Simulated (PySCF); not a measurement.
methyl(silyl)silane (CH₈Si₂), SMILES C[SiH2][SiH3]. Geometry: B3LYP-D3(BJ)/def2-SVP.

Computed equilibrium geometry at B3LYP-D3(BJ)/def2-SVP (PySCF confirms it by a frequency run) as Cartesian coordinates in Å, and its point group:
point group Cs.
```xyz
11

Si    -0.2238     1.5680     0.0000
Si     0.6441    -0.6184     0.0000
C     -0.7507    -1.8966     0.0000
H      0.8692     2.5860     0.0000
H     -1.0740     1.7875    -1.2099
H     -1.0740     1.7875     1.2099
H      1.5085    -0.7973     1.2070
H      1.5085    -0.7973    -1.2070
H     -1.3868    -1.7801    -0.8916
H     -1.3868    -1.7801     0.8916
H     -0.3444    -2.9205     0.0000
```
